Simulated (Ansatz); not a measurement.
Computed with PBE0-D3(BJ)/def2-SVP run with Ansatz (a program for electronic structure). No frequencies were computed at this level.

Ansatz 0.2 input:
```yaml
crystal:
  periodic: [false, false, false]
  atoms:
    - { symbol: C, position_ang: [-2.286285, 0.640189, -0.022779] }
    - { symbol: C, position_ang: [-1.274045, 1.512376, 0.028853] }
    - { symbol: C, position_ang: [-0.015139, 0.79299, 0.028206] }
    - { symbol: C, position_ang: [1.29485, 1.242707, 0.070613] }
    - { symbol: C, position_ang: [2.314718, 0.305424, 0.057345] }
    - { symbol: C, position_ang: [2.034472, -1.052155, 0.002924] }
    - { symbol: C, position_ang: [0.723513, -1.508177, -0.039729] }
    - { symbol: C, position_ang: [-0.296399, -0.581737, -0.026851] }
    - { symbol: C, position_ang: [-1.781793, -0.770111, -0.063376] }
    - { symbol: H, position_ang: [-3.336571, 0.872589, -0.035461] }
    - { symbol: H, position_ang: [-1.349507, 2.584797, 0.065897] }
    - { symbol: H, position_ang: [1.515921, 2.299349, 0.11303] }
    - { symbol: H, position_ang: [3.343577, 0.634019, 0.089766] }
    - { symbol: H, position_ang: [2.847344, -1.763673, -0.006374] }
    - { symbol: H, position_ang: [0.512956, -2.56747, -0.08203] }
    - { symbol: H, position_ang: [-2.14141, -1.352152, 0.788766] }
    - { symbol: H, position_ang: [-2.106206, -1.288965, -0.968799] }
basis:
  gaussian: { orbitals: def2-svp }
hamiltonian:
  xc: pbe0
  dispersion: d3bj
relax:
  max_steps: 150
```

Output:

```
Functional definition: PBE0
1953 factors; integrals over basis functions are off by at most 4.1e-4 eV
mean field evaluation 1: about -9436.6110 eV, gradient 5.5e1 eV
mean field evaluation 2: about -9436.9077 eV, gradient 5.6e1 eV
mean field evaluation 4: about -9445.0027 eV, gradient 3.9e0 eV
mean field evaluation 8: about -9445.1181 eV, gradient 6.8e-2 eV
mean field evaluation 16: about -9445.1181 eV, gradient 2.7e-5 eV
mean field -9445.11810616 eV, -347.1016882704 hartree, gradient 2.7e-5 eV, S^2 0.000000; 0 other end points of the search recorded, 0 dependent functions left out
reference -9445.11813558 eV, -347.1016893516 hartree; 31, 31 occupied and 135, 135 virtual orbitals, 1953 factors
relax step   1: F+E_penalty+E_count = -9445.55895952 eV  Δ(F+E_penalty+E_count) = +0.000e0 eV  max|allowed force component| = 5.833e-1 eV/Å  Δτ_max = 0.0000 Å  (31 SCF iters, accepted)
these checks for a lower state are left out or cut short: starts, cluster_reference, orbital_swaps, neighbouring_geometries, increment
1953 factors; integrals over basis functions are off by at most 4.2e-4 eV
mean field -9445.16627691 eV, -347.1034585128 hartree, gradient 1.1e-5 eV, S^2 0.000000; 0 other end points of the search recorded, 0 dependent functions left out
reference -9445.16630664 eV, -347.1034596052 hartree; 31, 31 occupied and 135, 135 virtual orbitals, 1953 factors
relax step   2: F+E_penalty+E_count = -9445.60599137 eV  Δ(F+E_penalty+E_count) = -4.703e-2 eV  max|allowed force component| = 1.615e-1 eV/Å  Δτ_max = 0.0287 Å  (35 SCF iters, accepted)
these checks for a lower state are left out or cut short: starts, cluster_reference, orbital_swaps, neighbouring_geometries, increment
1953 factors; integrals over basis functions are off by at most 4.3e-4 eV
mean field evaluation 32: about -9445.1701 eV, gradient 1.2e-5 eV
mean field -9445.17012123 eV, -347.1035997890 hartree, gradient 1.2e-5 eV, S^2 0.000000; 0 other end points of the search recorded, 0 dependent functions left out
reference -9445.17015105 eV, -347.1036008848 hartree; 31, 31 occupied and 135, 135 virtual orbitals, 1953 factors
relax step   3: F+E_penalty+E_count = -9445.60937879 eV  Δ(F+E_penalty+E_count) = -3.387e-3 eV  max|allowed force component| = 3.989e-2 eV/Å  Δτ_max = 0.0097 Å  (27 SCF iters, accepted)
these checks for a lower state are left out or cut short: starts, cluster_reference, orbital_swaps, neighbouring_geometries, increment
1953 factors; integrals over basis functions are off by at most 4.3e-4 eV
mean field -9445.17022576 eV, -347.1036036304 hartree, gradient 4.8e-5 eV, S^2 0.000000; 0 other end points of the search recorded, 0 dependent functions left out
reference -9445.17025558 eV, -347.1036047262 hartree; 31, 31 occupied and 135, 135 virtual orbitals, 1953 factors
relax step   4: F+E_penalty+E_count = -9445.60946239 eV  Δ(F+E_penalty+E_count) = -8.360e-5 eV  max|allowed force component| = 1.910e-2 eV/Å  Δτ_max = 0.0024 Å  (23 SCF iters, accepted)
these checks for a lower state are left out or cut short: starts, cluster_reference, orbital_swaps, neighbouring_geometries, increment
1953 factors; integrals over basis functions are off by at most 4.2e-4 eV
mean field -9445.17025130 eV, -347.1036045690 hartree, gradient 5.4e-5 eV, S^2 0.000000; 0 other end points of the search recorded, 0 dependent functions left out
reference -9445.17028112 eV, -347.1036056647 hartree; 31, 31 occupied and 135, 135 virtual orbitals, 1953 factors
relax step   5: F+E_penalty+E_count = -9445.60948643 eV  Δ(F+E_penalty+E_count) = -2.403e-5 eV  max|allowed force component| = 1.224e-2 eV/Å  Δτ_max = 0.0021 Å  (22 SCF iters, accepted)
these checks for a lower state are left out or cut short: starts, cluster_reference, orbital_swaps, neighbouring_geometries, increment
1953 factors; integrals over basis functions are off by at most 4.2e-4 eV
mean field -9445.17025278 eV, -347.1036046233 hartree, gradient 2.4e-5 eV, S^2 0.000000; 0 other end points of the search recorded, 0 dependent functions left out
reference -9445.17028260 eV, -347.1036057191 hartree; 31, 31 occupied and 135, 135 virtual orbitals, 1953 factors
relax step   6: F+E_penalty+E_count = -9445.60948961 eV  Δ(F+E_penalty+E_count) = -3.180e-6 eV  max|allowed force component| = 2.110e-3 eV/Å  Δτ_max = 0.0003 Å  (22 SCF iters, accepted)
1953 factors; integrals over basis functions are off by at most 4.2e-4 eV
mean field evaluation 64: about -9445.1703 eV, gradient 9.2e-4 eV
mean field -9445.17025278 eV, -347.1036046233 hartree, gradient 2.4e-5 eV, S^2 0.000000; 1 other end points of the search recorded, 0 dependent functions left out
reference -9445.17028260 eV, -347.1036057191 hartree; 31, 31 occupied and 135, 135 virtual orbitals, 1953 factors
Total energy: -9445.60951942 eV, -347.1197473748 hartree
Atom 0 at    -2.305833     0.640879    -0.023146 Å, force    -0.002110    -0.000700    -0.000067 eV/Å
Atom 1 at    -1.285388     1.520747     0.028927 Å, force     0.000547     0.000754     0.000038 eV/Å
Atom 2 at    -0.015134     0.796767     0.028342 Å, force     0.001239    -0.000469     0.000008 eV/Å
Atom 3 at     1.304608     1.247195     0.070970 Å, force    -0.000113    -0.000061    -0.000004 eV/Å
Atom 4 at     2.334213     0.305536     0.057739 Å, force     0.000022    -0.000048    -0.000001 eV/Å
Atom 5 at     2.051908    -1.061758     0.002928 Å, force    -0.000270    -0.000051    -0.000007 eV/Å
Atom 6 at     0.729906    -1.515683    -0.039871 Å, force     0.000659     0.000201     0.000020 eV/Å
Atom 7 at    -0.298812    -0.583894    -0.026977 Å, force    -0.000280     0.000653     0.000018 eV/Å
Atom 8 at    -1.789211    -0.767847    -0.063443 Å, force     0.000804    -0.000749    -0.000011 eV/Å
Atom 9 at    -3.367327     0.893083    -0.035340 Å, force     0.000206    -0.000015     0.000004 eV/Å
Atom 10 at    -1.376146     2.607700     0.066187 Å, force    -0.000030    -0.000154    -0.000006 eV/Å
Atom 11 at     1.529134     2.315887     0.113889 Å, force     0.000040    -0.000115    -0.000003 eV/Å
Atom 12 at     3.374033     0.639999     0.090591 Å, force    -0.000030     0.000053     0.000001 eV/Å
Atom 13 at     2.872672    -1.782938    -0.006559 Å, force    -0.000055     0.000037     0.000000 eV/Å
Atom 14 at     0.516006    -2.587044    -0.082672 Å, force    -0.000138    -0.000055    -0.000005 eV/Å
Atom 15 at    -2.154977    -1.366011     0.790896 Å, force    -0.000243     0.000364    -0.000129 eV/Å
Atom 16 at    -2.119657    -1.302616    -0.972459 Å, force    -0.000248     0.000354     0.000145 eV/Å
Dipole moment:    -0.142748    -0.066906    -0.005265 e Å
```

Cost: roughly 50 core-seconds.
